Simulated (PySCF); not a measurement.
## Static response to an electric field

Compound: C2H8N2Si.
Structure used (GFN2-xTB), in Å, numbered top down from 1:
```xyz
13
C2H8N2Si angstrom
C      2.4386    0.1716   -0.0886
C      1.1223   -0.4647    0.2044
N      0.0637   -0.0791   -0.3343
Si    -1.6016   -0.5240   -0.2435
N     -2.5641    0.8453    0.1813
H      3.1205   -0.5727   -0.4977
H      2.8777    0.5505    0.8335
H      2.3164    0.9849   -0.7979
H      1.1669   -1.2953    0.9256
H     -1.9329   -0.8895   -1.6163
H     -1.9551   -1.5454    0.7469
H     -2.4996    1.1934    1.1251
H     -2.5572    1.6255   -0.4562
```

Level: wB97X-D/def2-SVPD (PySCF), static field, nuclei fixed, core orbitals frozen in the response. The polarisability tensor in these axes (au):

```
x   89.22 -1.19  3.53
y   -1.19 60.19 -2.56
z    3.53 -2.56 57.83
```

Give the principal values, the mean and the anisotropy Δα = √{½[(α1 − α2)² + (α2 − α3)² + (α1 − α3)²]}.

Principal values 56.02, 61.53 and 89.68 au; mean 69.08 au = 10.24 Å³ = 11.39 × 10⁻⁴⁰ C²·m²/J; Δα = 31.28 au (45 % of the mean).

What is the dipole moment, and where does it point?

(1.86, 0.29, 1.13) D, 2.20 D in size, pointing from the negative to the positive side. Measured along this direction, the outermost atoms are H10 at the negative end and H7 at the positive end.

In TDDFT the mean static polarisability is Σ f/ω² over all singlet excitations (ω in hartree). How much of it do the 8 lowest give? Their energies (eV) and oscillator strengths: 4.27, 0.0003; 6.60, 0.0774; 6.77, 0.0366; 6.95, 0.0549; 7.28, 0.0024; 7.75, 0.2126; 7.87, 0.1502; 8.05, 0.2630.

They add up to 10.21 au, 14.8 % of the 69.08 au; the largest single term is 3.00 au, from the state at 8.05 eV. Terms in order: 0.01, 1.32, 0.59, 0.84, 0.03, 2.62, 1.80, 3.00 au. Higher excitations give the rest. The strengths listed sum to 0.798.

What would n − 1 = 2πNα be for an ideal gas of these molecules at 400 K and 1 atm, electronic part alone?

N = p/kT = 1.8347 × 10¹⁹ cm⁻³, so n − 1 = 2π × N × 10.24 × 10⁻²⁴ cm³ = 1180 × 10⁻⁶ at long wavelengths, for an ideal gas.

What depolarisation ratio follows for Rayleigh scattering of linearly polarised light, taking the static tensor?

ρ = 3Δα²/(45ᾱ² + 4Δα²) = 2934.8/(214717 + 3913.1) = 0.0134.

Isolated species at its GFN2-xTB geometry (one conformer only).
